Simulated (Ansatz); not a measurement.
Basis-set extrapolation for `CB(Cl)N([SiH3])[SiH3]` (PBE0-D4/def2-TZVP geometry, frozen core, the Gaussian-basis code of Ansatz). Multiplicity 1, RHF reference.

|  | def2-TZVPP | def2-QZVPP |
| --- | --- | --- |
| HF | -1159.828890 | -1159.865759 |
| MP2 correlation | -0.928861 | -0.998864 |
| CCSD(T) correlation | -1.044245 | not run |

Energies in hartree. Use E(X) = E(∞) + A·exp(−7.88·√X) for Hartree–Fock and E(X) = E(∞) + B·X^(−2.97) for correlation, with X = 3 and 4, and add CCSD(T) minus MP2 of the smaller set to the MP2 limit.

**Question.** What is the CCSD(T) energy at the basis-set limit?

**Answer.** HF limit: -1159.865759 + (-0.036869) × 0.13774 = -1159.87084. MP2 limit: -0.998864 + (-0.070003) × 0.74074 = -1.05072. Higher-order term: -1.044245 − (-0.928861) = -0.11538. Total: -1161.03694 hartree, 4.46 eV below CCSD(T)/def2-TZVPP.
